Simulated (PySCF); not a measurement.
Delta-SCF ions had no search for a lower state. Excitations are Tamm–Dancoff values on a coarser integration grid. The basis has no diffuse functions, so Rydberg states are missing or too high.

Cartesian coordinates (Å):
```xyz
9

C      1.4817     0.0076     0.0592
O      0.3828    -0.7680    -0.3400
Sn    -1.4861    -0.0905    -0.0976
H      2.4082    -0.5511    -0.1640
H      1.4886     0.2301     1.1473
H      1.5493     0.9789    -0.4750
H     -1.6403     1.3747    -0.9908
H     -2.4444    -1.3611    -0.7242
H     -1.7399     0.1793     1.5850
```
Charge 0, multiplicity 1.

What is the computed total energy, S1–T1 gap (TDA), brightest of the four lowest singlets (TDA), LUMO, HOMO–LUMO gap, HOMO, T1 excitation (TDA) and vertical ionisation energy (Delta-SCF) (M06-2X/def2-TZVP // B3LYP-D3(BJ)/def2-SVP (PySCF))?


```json
{
  "total_energy": "-9010.55 eV",
  "S1–T1 gap (TDA)": "0.38 eV",
  "brightest of the four lowest singlets (TDA)": "6.73 eV",
  "LUMO": "0.12 eV",
  "HOMO–LUMO gap": "9.13 eV",
  "HOMO": "-9.01 eV",
  "T1 excitation (TDA)": "5.49 eV",
  "vertical ionisation energy (Delta-SCF)": "9.83 eV"
}
```
